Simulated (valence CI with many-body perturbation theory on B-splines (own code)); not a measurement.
Ba XXXV: input, log and results

Computed by valence CI with perturbative core correlation (CI+MBPT): four valence electrons over a frozen Dirac-Fock core [Ar], a basis of 6 s, 6 p, 5 d, 5 f, 1 g functions for each j, with the one-electron correlation potential Σ1 (screened to all orders), the two-electron term Σ2, the three-electron term Σ3, Breit, model QED; selected single and double excitations, second order for the rest, scaled by the run's own slope (own B-spline code, finite nucleus).

Command, and the settings that its task file holds:

```sh
python run_cv.py task.json out
```

```
atom Ba  Z=56  mass_number=138  rms_radius_fm=4.8378
core [Ar]
valence 3d4
avg = 1
basis = S
breit = 1
cap = 10000
capref = 1200
cscale = 1
de = 0.0
dress = 0
eps = 1e-06
extrap = 1
h = 0.27
hh = 1
l2 = 3
lcore = 6
maxit = 60
n2 = 5
natural = 1
nlev = 20
nno = [3, 3, 3, 3, 1]
nroot = 26
nsp = [3, 3, 2, 2, 0]
pt2 = 1
qed = 1
rpa = 1
s1 = 1
s2 = 1
s3 = 1
screen = 1
tol = 2e-05
whole = 1
```

It took 29 s on 1 thread of Arm Neoverse N1 (shared host).

Log. The first blocks belong to the next ion, which gives the ionisation energy. Fields: 2J, parity (1 odd), roots, reference size, generating configurations, candidates as configurations/state functions, variational space P, stored matrix elements, Davidson steps; e2 is the range of second-order energies in hartree. The first line gives the box (bohr), its intervals, the orbitals and the steps of their self-consistent field. Window is the range of levels sought, series limit the energy at which the first omitted orbital would enter, core excitation an estimate of the first excitation out of the core, left out the lowest levels not solved, and shifts from estimates the range by which levels moved from their first estimate, all in cm⁻¹.

```
rmax 3.3 intervals 57 orbitals 40 references ['3d4', '3d3 4s', '3d3 4p'] scf 4 t 1.3
2J=3 par=0 roots 2 ref 27 generators 4 cand 240/698 P 256/725 nnz 0 it 0
2J=3 par=0 roots 2 ref 27 generators 5 cand 237/543 P 493/1268 nnz 0 it 0
   second order: generators 7 cand 1061/2447 e2 -0.00016 -0.00014
2J=5 par=0 roots 2 ref 29 generators 3 cand 216/782 P 231/811 nnz 0 it 0
2J=5 par=0 roots 2 ref 29 generators 3 cand 196/513 P 427/1324 nnz 0 it 5
   second order: generators 6 cand 1139/3003 e2 -0.00022 -0.00018
2J=7 par=0 roots 2 ref 22 generators 2 cand 264/879 P 276/901 nnz 0 it 0
2J=7 par=0 roots 2 ref 22 generators 2 cand 208/537 P 484/1438 nnz 0 it 4
   second order: generators 6 cand 984/2538 e2 -0.00016 -0.00012
reference levels 556, estimated 32, window 480768 1/cm; series limit 12314253, core excitation 1644426
2J=0 par=0 roots 3 ref 17 generators 4 cand 0/0 P 1012/1836 nnz 0 it 2
2J=0 par=0 roots 3 ref 17 generators 4 cand 0/0 P 1012/1836 nnz 0 it 1
   second order: generators 4 cand 146/232 e2 -0.00003 -0.00002
2J=2 par=0 roots 4 ref 36 generators 3 cand 0/0 P 501/2520 nnz 1.6e+06 it 2
2J=2 par=0 roots 4 ref 36 generators 3 cand 271/1151 P 772/3671 nnz 3.1e+06 it 5
   second order: generators 4 cand 1208/7586 e2 -0.00033 -0.00016
2J=4 par=0 roots 6 ref 51 generators 4 cand 123/814 P 456/3345 nnz 2.8e+06 it 5
2J=4 par=0 roots 6 ref 51 generators 4 cand 327/1895 P 783/5240 nnz 6.3e+06 it 7
   second order: generators 5 cand 1229/10922 e2 -0.00041 -0.00018
2J=8 par=0 roots 6 ref 42 generators 4 cand 134/901 P 442/3419 nnz 3e+06 it 4
2J=8 par=0 roots 6 ref 42 generators 4 cand 308/1780 P 750/5199 nnz 6.5e+06 it 5
   second order: generators 5 cand 1198/8940 e2 -0.00046 -0.00025
2J=6 par=0 roots 5 ref 49 generators 3 cand 103/832 P 393/3303 nnz 2.8e+06 it 5
2J=6 par=0 roots 5 ref 49 generators 3 cand 305/1963 P 698/5266 nnz 6.7e+06 it 5
   second order: generators 3 cand 506/2992 e2 -0.00056 -0.00032
2J=10 par=0 roots 2 ref 25 generators 2 cand 0/0 P 374/2480 nnz 0 it 2
2J=10 par=0 roots 2 ref 25 generators 2 cand 227/1205 P 601/3685 nnz 3.5e+06 it 5
   second order: generators 2 cand 482/2143 e2 -0.00057 -0.00053
2J=12 par=0 roots 2 ref 14 generators 2 cand 0/0 P 535/2455 nnz 0 it 2
2J=12 par=0 roots 2 ref 14 generators 2 cand 115/531 P 650/2986 nnz 2.3e+06 it 4
   second order: generators 2 cand 285/1014 e2 -0.00025 -0.00023
left out: unestimated 738875, estimated 610867, shifts from estimates -390 to 18
operators 1.9
```

The Davidson iterations converged.

The last digits are not significant, and no measured levels were compared; by estimate large intervals hold to a few tenths of a per cent, small ones and those within an open d or f shell to about a per cent. Only levels of the ground parity were solved; by the run's estimate the other parity begins above the list, which can be wrong where configurations are misplaced.

| Item | Value |
| --- | --- |
| Valence energy | -353.028 hartree |
| Ionisation energy | 2255.9 eV (NIST: 2256 ± 5 eV (theoretical)) |
| Reference configurations for the orbitals | 3d4, 3d3 4s, 3d3 4p |
| Radial orbitals | 40 |
| Box radius | 3.275 bohr |
| Largest variational space | 5266 |
| Lowest levels | (3d3/2^4) J=0 0.000, (3d3/2^3 3d5/2) J=1 12.726, (3d3/2^3 3d5/2) J=2 19.616, (3d3/2^3 3d5/2) J=4 21.390, (3d3/2^3 3d5/2) J=3 22.762, (3d3/2^2 3d5/2^2) J=0 32.271, (3d3/2^2 3d5/2^2) J=4 [a] 33.918, (3d3/2^2 3d5/2^2) J=2 [a] 35.771, (3d3/2^2 3d5/2^2) J=3 [a] 36.123, (3d3/2^2 3d5/2^2) J=5 38.839, (3d3/2^2 3d5/2^2) J=1 40.300, (3d3/2^2 3d5/2^2) J=6 40.903, (3d3/2^2 3d5/2^2) J=4 [b] 43.884, (3d3/2^2 3d5/2^2) J=2 [b] 44.850 eV |

Levels are named by their leading jj configuration (3d3/2^4 stands for four electrons in 3d with j = 3/2), which in mixed levels can hold well under half, so a name can repeat and another be missing. Letters in brackets count levels of one name in rising energy.
